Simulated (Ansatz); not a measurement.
The same hydrolysis along the group Si, Ge, Sn.

Calculated with Ansatz (gas phase, PBE0-D4/def2-TZVP geometries, no zero-point term in ΔE). CBS: MP2 limit from def2 TZ/QZ plus the TZ coupled-cluster correction, frozen cores. Small cases extrapolate CCSD(T) itself. Functionals use def2-TZVPP. Elements past krypton have def2 core potentials. For Ge, Sn outer-core shells are correlated without core-valence functions, which leaves a few kJ/mol of doubt a bond. Scalar relativity is left out up to krypton. Each species was taken in one conformer, which may not be the lowest.

| reaction | B97M-V (kJ/mol) |
| --- | --- |
| `N[Si]N` + H₂O → `N[Si]O` + NH₃ | -40 |
| `[NH2][Ge][NH2]` + H₂O → `[NH2][Ge][OH]` + NH₃ | -33 |
| `[NH2][Sn][NH2]` + H₂O → `[NH2][Sn][OH]` + NH₃ | -40 |

Q: Give the CCSD(T)/CBS values in the same order. (Best estimate.)

A: Ansatz gave: -33, -22, -30 kJ/mol.

Largest T1 diagnostic: 0.017, for `[NH2][Sn][OH]`.

Extrapolated directly: `N[Si]N` + H₂O → `N[Si]O` + NH₃.
